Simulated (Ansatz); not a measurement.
CH$_{2}$ (SMILES [CH2]), singlet, at a GFN2-xTB geometry; BHLYP/aug-cc-pVDZ (Ansatz, a first-principles code).

The Ansatz input:
Ansatz 0.2 input:
```yaml
crystal:
  periodic: [false, false, false]
  atoms:
    - {symbol: C, position_ang: [0.00106484, 0.16389984, 0.01623868]}
    - {symbol: H, position_ang: [-0.88481843, -0.48695954, -0.03874538]}
    - {symbol: H, position_ang: [0.87842936, -0.49643949, -0.05868670]}
basis:
  gaussian:
    orbitals: aug-cc-pVDZ
hamiltonian:
  xc: {name: BHLYP}
```

Output, abridged:

```
Functional definition: BHLYP
389 factors; their error is unknown
mean field evaluation 1: about -1063.7366 eV, gradient 1.4e1 eV
mean field evaluation 2: about -1064.1207 eV, gradient 8.7e0 eV
mean field evaluation 4: about -1064.3424 eV, gradient 4.6e-2 eV
mean field evaluation 8: about -1064.3420 eV, gradient 2.5e-4 eV
mean field -1064.34197776 eV, -39.1138462460 hartree, gradient 3.6e-5 eV, S^2 0.000000; 0 other end points of the search recorded, 0 dependent functions left out
reference -1064.34213038 eV, -39.1138518545 hartree; 4, 4 occupied and 37, 37 virtual orbitals, 389 factors
Total energy: -1064.34213038 eV, -39.1138518545 hartree
```
